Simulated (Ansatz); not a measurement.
Born–Oppenheimer molecular dynamics of GaH4NO (7 atoms, charge 0, multiplicity 1). It starts at the highest image of a converged band. Of that band: Neighbouring images differ by up to 2.3 eV, so the band resolves the path poorly. A vibrational analysis at the climbing image gives one clearly imaginary mode, 1292i cm⁻¹: a first-order saddle point.

Method: Ansatz, RKS B3LYP/def2-SVP.

```json
{
 "ensemble": "NVE (velocity Verlet)",
 "time step": "0.5 fs",
 "steps asked": "200",
 "starting velocities drawn for": "100 K",
 "seed": "9276"
}
```

Frames 0.5 fs apart, positions in Å, forces in eV/Å.

Velocities at 0 fs (Å/ps):

```
Ga -0.15 0.04 -0.06
O 2.75 0.21 2.60
H -1.84 -3.19 5.12
H -25.11 -2.53 -8.36
N -1.33 0.01 -1.78
H 11.96 -1.38 -6.07
H 0.43 0.73 -2.96
```

```xyz
7
Properties=species:S:1:pos:R:3:forces:R:3 time_fs=0 energy_less_start_eV=0.000 T=100
Ga 0.263 0.265 -0.509 0.00 0.00 0.00
O 0.638 0.039 1.435 0.00 0.00 0.00
H 0.534 -0.836 1.851 0.00 0.00 0.00
H 1.643 0.101 0.328 0.00 0.00 0.00
N -1.497 -0.020 -0.911 0.00 0.00 0.00
H -2.206 0.010 -0.180 0.00 0.00 0.00
H -1.902 0.159 -1.825 0.00 0.00 0.00
7
Properties=species:S:1:pos:R:3:forces:R:3 time_fs=0.5 energy_less_start_eV=0.002 T=97
Ga 0.263 0.265 -0.509 -0.13 0.01 -0.08
O 0.640 0.039 1.436 -0.04 -0.10 0.06
H 0.533 -0.837 1.853 0.01 0.10 -0.05
H 1.630 0.100 0.324 0.14 -0.02 0.06
N -1.498 -0.020 -0.912 0.22 0.00 -0.19
H -2.200 0.009 -0.183 -0.20 0.01 0.19
H -1.902 0.160 -1.827 0.00 0.00 0.02
7
Properties=species:S:1:pos:R:3:forces:R:3 time_fs=1 energy_less_start_eV=0.008 T=88
Ga 0.263 0.265 -0.509 -0.27 0.02 -0.15
O 0.641 0.039 1.437 -0.07 -0.18 0.11
H 0.532 -0.839 1.855 0.03 0.18 -0.09
H 1.618 0.099 0.320 0.28 -0.03 0.12
N -1.499 -0.020 -0.912 0.42 0.00 -0.37
H -2.195 0.009 -0.186 -0.39 0.02 0.36
H -1.901 0.160 -1.828 0.00 0.00 0.03
7
Properties=species:S:1:pos:R:3:forces:R:3 time_fs=1.5 energy_less_start_eV=0.015 T=77
Ga 0.263 0.265 -0.509 -0.40 0.03 -0.23
O 0.643 0.039 1.439 -0.11 -0.24 0.15
H 0.531 -0.840 1.858 0.04 0.24 -0.13
H 1.606 0.097 0.316 0.43 -0.05 0.17
N -1.499 -0.020 -0.913 0.59 0.00 -0.50
H -2.190 0.008 -0.188 -0.54 0.02 0.49
H -1.901 0.161 -1.829 -0.01 -0.01 0.05
7
Properties=species:S:1:pos:R:3:forces:R:3 time_fs=2 energy_less_start_eV=0.023 T=64
Ga 0.263 0.265 -0.509 -0.53 0.04 -0.30
O 0.644 0.039 1.440 -0.13 -0.27 0.17
H 0.530 -0.840 1.860 0.05 0.28 -0.14
H 1.596 0.096 0.313 0.56 -0.06 0.23
N -1.500 -0.020 -0.915 0.69 0.00 -0.57
H -2.187 0.007 -0.188 -0.62 0.02 0.56
H -1.901 0.161 -1.831 -0.01 -0.01 0.05
7
Properties=species:S:1:pos:R:3:forces:R:3 time_fs=2.5 energy_less_start_eV=0.030 T=54
Ga 0.263 0.265 -0.509 -0.64 0.05 -0.36
O 0.645 0.039 1.442 -0.15 -0.27 0.17
H 0.530 -0.840 1.861 0.05 0.27 -0.15
H 1.587 0.094 0.310 0.67 -0.08 0.28
N -1.500 -0.020 -0.916 0.72 0.00 -0.55
H -2.185 0.007 -0.187 -0.63 0.03 0.55
H -1.901 0.161 -1.832 -0.02 0.00 0.05
7
Properties=species:S:1:pos:R:3:forces:R:3 time_fs=3 energy_less_start_eV=0.034 T=47
Ga 0.262 0.265 -0.509 -0.73 0.06 -0.41
O 0.646 0.039 1.443 -0.17 -0.23 0.16
H 0.529 -0.839 1.863 0.05 0.24 -0.13
H 1.579 0.092 0.308 0.77 -0.09 0.33
N -1.500 -0.020 -0.917 0.68 0.00 -0.45
H -2.185 0.006 -0.185 -0.57 0.02 0.46
H -1.901 0.161 -1.833 -0.04 0.00 0.05
7
Properties=species:S:1:pos:R:3:forces:R:3 time_fs=3.5 energy_less_start_eV=0.037 T=44
Ga 0.262 0.265 -0.509 -0.79 0.07 -0.45
O 0.648 0.039 1.444 -0.17 -0.16 0.12
H 0.529 -0.837 1.863 0.05 0.17 -0.10
H 1.573 0.090 0.307 0.84 -0.10 0.36
N -1.500 -0.020 -0.918 0.58 0.00 -0.28
H -2.186 0.006 -0.182 -0.45 0.02 0.31
H -1.901 0.162 -1.834 -0.05 0.00 0.04
7
Properties=species:S:1:pos:R:3:forces:R:3 time_fs=4 energy_less_start_eV=0.038 T=42
Ga 0.262 0.265 -0.509 -0.83 0.07 -0.47
O 0.649 0.039 1.446 -0.17 -0.08 0.07
H 0.529 -0.835 1.864 0.04 0.09 -0.06
H 1.570 0.088 0.306 0.88 -0.11 0.39
N -1.500 -0.020 -0.920 0.43 0.00 -0.07
H -2.188 0.006 -0.178 -0.28 0.02 0.12
H -1.901 0.162 -1.835 -0.07 0.01 0.02
7
Properties=species:S:1:pos:R:3:forces:R:3 time_fs=4.5 energy_less_start_eV=0.038 T=42
Ga 0.262 0.265 -0.510 -0.83 0.08 -0.48
O 0.650 0.039 1.447 -0.16 0.03 0.01
H 0.529 -0.833 1.865 0.03 -0.01 -0.01
H 1.568 0.085 0.307 0.89 -0.11 0.40
N -1.500 -0.020 -0.921 0.26 -0.01 0.16
H -2.191 0.005 -0.174 -0.10 0.01 -0.09
H -1.901 0.162 -1.835 -0.08 0.01 0.01
7
Properties=species:S:1:pos:R:3:forces:R:3 time_fs=5 energy_less_start_eV=0.038 T=42
Ga 0.262 0.265 -0.510 -0.80 0.08 -0.47
O 0.651 0.039 1.449 -0.14 0.13 -0.06
H 0.529 -0.831 1.865 0.01 -0.11 0.03
H 1.569 0.083 0.308 0.86 -0.11 0.41
N -1.500 -0.020 -0.922 0.09 -0.01 0.38
H -2.194 0.005 -0.170 0.07 0.01 -0.29
H -1.901 0.163 -1.836 -0.09 0.02 0.00
7
Properties=species:S:1:pos:R:3:forces:R:3 time_fs=5.5 energy_less_start_eV=0.037 T=44
Ga 0.261 0.265 -0.510 -0.75 0.07 -0.45
O 0.653 0.038 1.450 -0.12 0.22 -0.12
H 0.529 -0.829 1.866 0.00 -0.20 0.08
H 1.571 0.080 0.310 0.80 -0.11 0.40
N -1.500 -0.020 -0.924 -0.06 -0.01 0.56
H -2.197 0.005 -0.167 0.22 0.01 -0.46
H -1.902 0.163 -1.837 -0.10 0.02 -0.01
```

Of the whole run (100 fs, mean temperature of the second half 1691 K): The conserved energy stayed within 3.5 meV per atom of its start (net change -1.1 meV per atom), so there is no drift, though single steps change it by up to 28 meV in the whole system, a sign of fast motions only just resolved. The kinetic energy rose, since the run started high on the potential surface and went downhill. It ends in pieces (GaH2N + H2O), so much of that is their flight and rotation, not heat. A run of 0.1 ps of so small a system gives no equilibrium averages. The orbitals stay closed-shell, which can raise the energy where a bond breaks towards radicals; this wasn't checked here.

Time of the run: 8.9 min on 1 thread of AMD EPYC 7R43 64-Core Processor (Zen 3), on a shared host, peak memory 0.16 GiB.
